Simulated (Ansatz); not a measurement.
`F[C@H]1C[Si@@H]1Cl`, charge 0, multiplicity 1.

Q: Give a relaxed structure at PBE0-D4/def2-TZVP (the Gaussian-basis code of Ansatz). (Estimate.)

A: Computed: 
Cartesian coordinates in Å:
```
F -0.4910 1.8342 -0.9141
C -0.1773 0.9430 0.0778
C -0.8809 -0.4237 0.0139
Si 0.9524 -0.5030 -0.1379
Cl 2.1311 -1.0981 1.4156
H -0.2177 1.4207 1.0549
H -1.3816 -0.6050 -0.9362
H -1.4781 -0.7230 0.8687
H 1.5430 -0.8451 -1.4426
```
This is one stationary point; other conformers may exist.
